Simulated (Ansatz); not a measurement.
GeF2Cl2 (GeCl2F2), relaxed as a singlet with RKS PBE-D4/def2-SVP in Ansatz, starting from the GFN2-xTB geometry. Force threshold 0.02 eV/Å.

Start:

Cartesian coordinates in Å:
```
Ge 0.0047 -0.0226 0.0317
F -0.9533 -0.2377 -1.4093
F 0.7103 1.5257 -0.3500
Cl 1.5021 -1.4585 0.0678
Cl -1.2638 0.1931 1.6598
```

(1) Estimate the energy that the relaxation releases and the steps that it takes.

(2) Does the start keep its bonding and symmetry?

(3) Predict the relaxed structure.

## Answers

(1) 2.8 kcal/mol, in 4 steps; 6 s on 4 threads of Arm Neoverse N1 on a shared host. No frequencies were taken in this run, so the end may be a saddle point.

(2) By distances, no bond broke or formed. The bond that changes most is Ge1–Cl4, from 2.07 to 2.13 Å (atoms count from 1). Point group C2v at the start, C2v at the end, both within 0.05 Å.

(3) 
```csv
atom,x (Å),y (Å),z (Å)
Ge1,-0.006,0.033,-0.045
F2,-0.992,-0.278,-1.435
F3,0.748,1.566,-0.325
Cl4,1.488,-1.475,0.118
Cl5,-1.239,0.154,1.687
```
Bond lengths: 2 × F–Ge 1.73 Å; 2 × Cl–Ge 2.13 Å.
